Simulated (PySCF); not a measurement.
Job file and geometry (Å, from GFN2-xTB) of an NMR shielding run on SMILES CC([P@+]([BH3-])(C)P)(C)C, C₅H₁₇BP₂, PySCF 2.14.0, density-fitted response routines, GIAO PBE0/pcSseg-1 NMR shielding, non-relativistic, gas phase; density fitting, a coarse starting grid and PySCF grid level 2 are the driver's defaults:

```
$ OMP_NUM_THREADS=1 python probes_run.py task.json out

{"job": {"kind": "nmr", "xc": "PBE0", "basis": "pcSseg-1"}, "charge": 0, "multiplicity": 1}
B      1.423751    -1.943652    -0.632691
P      0.826614    -0.120499    -0.296492
C      1.848513     0.717618     0.984652
P      1.015859     1.285635    -1.950524
C     -0.947186     0.167072     0.261526
C     -1.824419    -0.126744    -0.954142
C     -1.179246     1.597104     0.738330
C     -1.249730    -0.831629     1.375867
H      1.417924    -2.479556     0.428290
H      2.520193    -1.781988    -1.078952
H      0.660131    -2.405166    -1.421888
H      2.892214     0.508975     0.751202
H      1.688597     1.794336     1.001091
H      1.625263     0.290057     1.960435
H      0.737690     0.295698    -2.888581
H      2.385405     1.035253    -2.024345
H     -1.581899    -1.105200    -1.367805
H     -1.669688     0.628598    -1.727417
H     -2.878064    -0.120751    -0.678057
H     -0.840858     2.312919    -0.011458
H     -2.243498     1.759044     0.905048
H     -0.658813     1.792336     1.673154
H     -1.067744    -1.847312     1.030364
H     -2.291035    -0.749971     1.685638
H     -0.620906    -0.648032     2.245889
```

Q: What does the program print?

A: 
```
coarse grid: 20304 points
cycle   1  E = -907.5811637814  dE =  5.519e-01  |g| = 5.446e-01  |ddm| = 4.227e+00
cycle   2  E = -907.5800700248  dE =  1.094e-03  |g| = 5.558e-01  |ddm| = 1.258e+00
cycle   3  E = -907.6702495268  dE = -9.018e-02  |g| = 4.472e-02  |ddm| = 6.546e-01
cycle   4  E = -907.6707174690  dE = -4.679e-04  |g| = 2.221e-02  |ddm| = 1.010e-01
cycle   5  E = -907.6708488183  dE = -1.313e-04  |g| = 5.275e-03  |ddm| = 3.209e-02
cycle   6  E = -907.6708551196  dE = -6.301e-06  |g| = 1.656e-03  |ddm| = 7.059e-03
final grid: 182424 points
cycle   7  E = -907.7205402159  dE = -8.026e-05  |g| = 9.972e-03  |ddm| = 5.021e-02
cycle   8  E = -907.7205342380  dE =  5.978e-06  |g| = 1.111e-02  |ddm| = 1.878e-02
cycle   9  E = -907.7205662147  dE = -3.198e-05  |g| = 7.893e-04  |ddm| = 1.065e-02
cycle  10  E = -907.7205663738  dE = -1.591e-07  |g| = 2.887e-04  |ddm| = 1.463e-03
cycle  11  E = -907.7205663944  dE = -2.062e-08  |g| = 7.936e-05  |ddm| = 3.618e-04
cycle  12  E = -907.7205663959  dE = -1.546e-09  |g| = 2.097e-05  |ddm| = 1.270e-04
cycle  13  E = -907.7205663961  dE = -1.114e-10  |g| = 5.235e-06  |ddm| = 3.185e-05
converged SCF energy = -907.7205663961

GIAO shielding tensors (ppm)
atom      isotropic    diamagn.    paramagn.     s11        s22        s33       span
  0 B      143.870     191.185     -47.314    135.585    139.287    156.739     21.154
  1 P      311.176     970.311    -659.135    252.340    311.752    369.437    117.096
  2 C      175.115     256.468     -81.354    166.963    169.908    188.473     21.510
  3 P      536.521     969.357    -432.836    483.405    529.775    596.382    112.977
  4 C      153.889     252.307     -98.419    147.358    151.637    162.671     15.313
  5 C      159.181     251.012     -91.831    142.661    150.199    184.683     42.023
  6 C      160.054     249.410     -89.356    145.771    149.082    185.311     39.540
  7 C      161.441     249.184     -87.743    148.362    150.169    185.792     37.430
  8 H       30.687      31.060      -0.373     26.761     29.073     36.226      9.465
  9 H       30.812      31.255      -0.443     27.087     29.396     35.952      8.865
 10 H       30.643      31.120      -0.477     27.114     29.245     35.572      8.458
 11 H       30.529      31.660      -1.131     25.637     27.942     38.009     12.372
 12 H       30.554      32.856      -2.302     25.930     28.893     36.839     10.909
 13 H       30.311      33.031      -2.721     25.169     28.587     37.176     12.008
 14 H       29.259      31.559      -2.300     23.856     27.381     36.539     12.683
 15 H       29.701      31.425      -1.725     24.361     27.451     37.290     12.929
 16 H       30.140      32.690      -2.550     25.154     29.304     35.962     10.808
 17 H       30.851      33.101      -2.250     25.377     31.240     35.938     10.561
 18 H       30.814      32.138      -1.324     26.489     27.927     38.027     11.538
 19 H       29.939      32.223      -2.285     24.511     30.296     35.009     10.499
 20 H       30.691      31.775      -1.084     26.465     27.883     37.727     11.262
 21 H       30.750      32.837      -2.087     26.140     29.390     36.718     10.578
 22 H       30.055      32.119      -2.063     24.763     29.365     36.039     11.276
 23 H       30.734      31.868      -1.134     26.434     27.927     37.840     11.407
 24 H       30.683      32.818      -2.135     25.762     29.362     36.925     11.162
```

Size and cost of the density-fitted run: 235 basis functions, 55 s wall time on 1 thread of an Arm Neoverse V1, shared host; peak memory 1 GiB.
